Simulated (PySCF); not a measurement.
Species: H9NSi3.
Bonds: Si1–N2, N2–Si3, Si3–Si4. Hydrogens: H5, H6, H7 on Si1; H8 on N2; H9, H10 on Si3; H11, H12, H13 on Si4.

Theory: core-valence-separated Tamm–Dancoff BHandHLYP/aug-pcX-1 (pcseg-1 on H, def2-SVPD on Si) in PySCF, non-relativistic, gas phase, PBE0-D3(BJ)/def2-SVP geometry.

Computed nitrogen K-edge spectrum, Gaussian lines of 0.8 eV full width, highest printed point 100; it ends one width below the last computed root. BHandHLYP without relativity tends to put these K edges a few eV too low, so spacings mean more than positions.

| photon energy (eV) | absorption |
| --- | --- |
| 397.6 | 0 |
| 397.7 | 0 |
| 397.8 | 0 |
| 397.9 | 0 |
| 398.0 | 1 |
| 398.1 | 1 |
| 398.2 | 2 |
| 398.3 | 3 |
| 398.4 | 4 |
| 398.5 | 4 |
| 398.6 | 5 |
| 398.7 | 5 |
| 398.8 | 5 |
| 398.9 | 5 |
| 399.0 | 4 |
| 399.1 | 4 |
| 399.2 | 4 |
| 399.3 | 5 |
| 399.4 | 9 |
| 399.5 | 14 |
| 399.6 | 22 |
| 399.7 | 33 |
| 399.8 | 47 |
| 399.9 | 61 |
| 400.0 | 76 |
| 400.1 | 88 |
| 400.2 | 97 |
| 400.3 | 100 |
| 400.4 | 97 |
| 400.5 | 89 |
| 400.6 | 77 |
| 400.7 | 62 |

**Question.** Assign the maxima to core holes.

**Answer.** 2 maxima:
- 398.7 eV: N2 (nitrogen bridging silicon atoms), 398.72 eV, f = 0.004, 100 % of the height at the exact maximum
- 400.3 eV: N2 (nitrogen bridging silicon atoms), 400.43 eV, f = 0.033, 44 % of the height at the exact maximum; N2 (nitrogen bridging silicon atoms), 400.04 eV, f = 0.030, 32 % of the height at the exact maximum; N2 (nitrogen bridging silicon atoms), 400.37 eV, f = 0.015, 21 % of the height at the exact maximum

Roots within 0.03 eV on the same or equivalent atoms count as one line; shares under 12 % aren't listed.

Vibrational structure and lifetime widths aren't in the curve. The ionisation threshold wasn't computed; near and above it a finite basis only mimics Rydberg series and continuum.

On Arm Neoverse V2, one thread, shared host, this took 4.6 s and 0.69 GiB of memory at its peak.

The values belong to the conformer `[SiH3:1][NH:2][SiH2:3][SiH3:4]`: Si1–N2–Si3–Si4 11°.
